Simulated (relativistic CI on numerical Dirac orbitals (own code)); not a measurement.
# Radial parameters of Gd LVI

These numbers are calculated, not measured: Dirac-Coulomb-Breit CI, orbitals from a KLI potential per configuration, model QED, unscaled Slater integrals (own radial code, finite nucleus).

Slater integrals F^k, G^k are unscaled and averaged over j, outside the closed core 1s2; ζ comes from projecting the Hamiltonian with its Breit term on Σ l·s of the shell.

- 2s2.2p5: ζ(2p) = 3.8506e+06 cm⁻¹; <r>(2p) = 0.07967, <r^2>(2p) = 0.007727 (bohr units).
- 2p6.3p: ζ(3p) = 1.073e+06 cm⁻¹; <r>(3p) = 0.2073, <r^2>(3p) = 0.04974 (bohr units).
- 2p6.3d: ζ(3d) = 155220 cm⁻¹; <r>(3d) = 0.1811, <r^2>(3d) = 0.03765 (bohr units).

Averages of the first 10 configurations, taken without configuration mixing, which lowers the lowest level and can move excited configurations by several eV; other configurations of the list can lie among them:

```csv
Configuration,Parity,States,Average energy above the lowest level (eV)
2s2.2p5,odd,6,239.6
2s.2p6,even,2,1105.1
2p6.3s,even,2,8450.3
2p6.3p,odd,6,8685.6
2p6.3d,even,10,8904.7
2s2.2p4.3s,even,30,6730.4
2s2.2p4.3p,odd,90,6974.8
2s2.2p4.3d,even,150,7194.4
2s.2p5.3s,odd,24,7564.3
2s.2p5.3p,even,72,7804.2
```
